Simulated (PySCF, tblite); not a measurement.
Isomers of C5H4F2, one GFN2-xTB conformer each. Single-point energies are computed at PBE0/pcSseg-1 (PySCF, gas phase, no added dispersion term), electronic only.

```
         SMILES  GFN2-xTB relative energy (kcal/mol)
  C=C1C=C1C(F)F                                 25.6
F/C=C(\F)C1=CC1                                 22.0
  CC#C/C(F)=C\F                                  0.0
  C#C/C(F)=C\CF                                  6.9
   C=C=C=CC(F)F                                 10.8
```

Conformers: `[CH2:1]=[C:2]1[CH:3]=[C:4]1[CH:5]([F:6])[F:7]` with C3–C4–C5–F6 -3°; `[F:1]/[CH:2]=[C:3](\[F:4])[C:5]1=[CH:6][CH2:7]1` with C2–C3–C5–C6 180°; `[CH:1]#[C:2]/[C:3]([F:4])=[CH:5]\[CH2:6][F:7]` with C3–C5–C6–F7 -132°; `[CH2:1]=[C:2]=[C:3]=[CH:4][CH:5]([F:6])[F:7]` with C3–C4–C5–F6 129°.

**Question.** What does PBE0/pcSseg-1 give for the same structures?

**Answer.** 
```
         SMILES  PBE0/pcSseg-1 E (Eh)  PBE0/pcSseg-1 (kcal/mol)  GFN2-xTB (kcal/mol)  point group
   C=C=C=CC(F)F            -392.06212                       0.0                 10.8      near Cs
  CC#C/C(F)=C\F            -392.06072                       0.9                  0.0      near Cs
  C#C/C(F)=C\CF            -392.05283                       5.8                  6.9           C1
  C=C1C=C1C(F)F            -392.03852                      14.8                 25.6           C1
F/C=C(\F)C1=CC1            -392.03577                      16.5                 22.0           Cs
```

GFN2-xTB puts CC#C/C(F)=C\F lowest instead; measured from each level's own lowest isomer, the values differ by up to 10.8 kcal/mol (C=C=C=CC(F)F: 10.8 against 0.0). As drawn, the lowest has cumulated double bonds and two fluorines on one carbon, which the highest lacks; the highest has a three-membered ring, which the lowest lacks. Neighbours under 2.5 kcal/mol apart (C=C=C=CC(F)F and CC#C/C(F)=C\F; C=C1C=C1C(F)F and F/C=C(\F)C1=CC1) can change places with a better method, another conformer or zero-point energy.

**Question.** Which frontier levels, dipoles and rotational constants go with these structures?

**Answer.** 
```csv
SMILES,"HOMO (eV, PBE0/pcSseg-1)",LUMO (eV),dipole (D),"A, B, C (MHz)"
C=C=C=CC(F)F,-7.64,-2.19,2.93,"8125, 1083, 1023"
CC#C/C(F)=C\F,-6.86,-0.74,1.60,"3977, 1548, 1122"
C#C/C(F)=C\CF,-7.53,-1.36,2.16,"4084, 1632, 1212"
C=C1C=C1C(F)F,-6.54,-1.20,1.70,"5783, 1675, 1363"
F/C=C(\F)C1=CC1,-6.82,-1.31,2.20,"5973, 1648, 1303"
```

**Question.** What happens when harmonic zero-point energies from GFN2-xTB frequencies are added?

**Answer.** 
```json
{"SMILES": "C=C=C=CC(F)F", "ZPE (kcal/mol)": "44.4", "electronic (kcal/mol)": "0.0", "with ZPE (kcal/mol)": "0.0"}
{"SMILES": "CC#C/C(F)=C\\F", "ZPE (kcal/mol)": "45.1", "electronic (kcal/mol)": "0.9", "with ZPE (kcal/mol)": "1.5"}
{"SMILES": "C#C/C(F)=C\\CF", "ZPE (kcal/mol)": "45.0", "electronic (kcal/mol)": "5.8", "with ZPE (kcal/mol)": "6.4"}
{"SMILES": "C=C1C=C1C(F)F", "ZPE (kcal/mol)": "45.0", "electronic (kcal/mol)": "14.8", "with ZPE (kcal/mol)": "15.4"}
{"SMILES": "F/C=C(\\F)C1=CC1", "ZPE (kcal/mol)": "45.4", "electronic (kcal/mol)": "16.5", "with ZPE (kcal/mol)": "17.5"}
```

The zero-point energies span 1.0 kcal/mol. The order is unchanged.

**Question.** As an exercise, what shares would exp(−E/RT) give at 500 K from these electronic energies alone (no entropy, no degeneracies)?

**Answer.** RT = 0.994 kcal/mol: C=C=C=CC(F)F 70.6 %, CC#C/C(F)=C\F 29.2 %, C#C/C(F)=C\CF 0.2 %, C=C1C=C1C(F)F under 0.1 %, F/C=C(\F)C1=CC1 under 0.1 %.
